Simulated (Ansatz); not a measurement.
Basis-set extrapolation for BH8NSSi2 (`NB(S)[SiH2][SiH3]`) (PBE0-D4/def2-TZVP geometry, frozen core, Ansatz). Multiplicity 1, RHF reference.

```csv
,def2-TZVPP,def2-QZVPP
HF,-1059.319369,-1059.351999
MP2 correlation,-0.745583,-0.801302
CCSD(T) correlation,-0.852768,not run
```

Energies in hartree. Use E(X) = E(∞) + A·exp(−7.88·√X) for Hartree–Fock and E(X) = E(∞) + B·X^(−2.97) for correlation, with X = 3 and 4, and add CCSD(T) minus MP2 of the smaller set to the MP2 limit.

**Question.** What is the CCSD(T) energy at the basis-set limit?

**Answer.** HF limit: -1059.351999 + (-0.032630) × 0.13774 = -1059.35649. MP2 limit: -0.801302 + (-0.055719) × 0.74074 = -0.84258. Higher-order term: -0.852768 − (-0.745583) = -0.10718. Total: -1060.30625 hartree, 84.2 kcal/mol below CCSD(T)/def2-TZVPP.
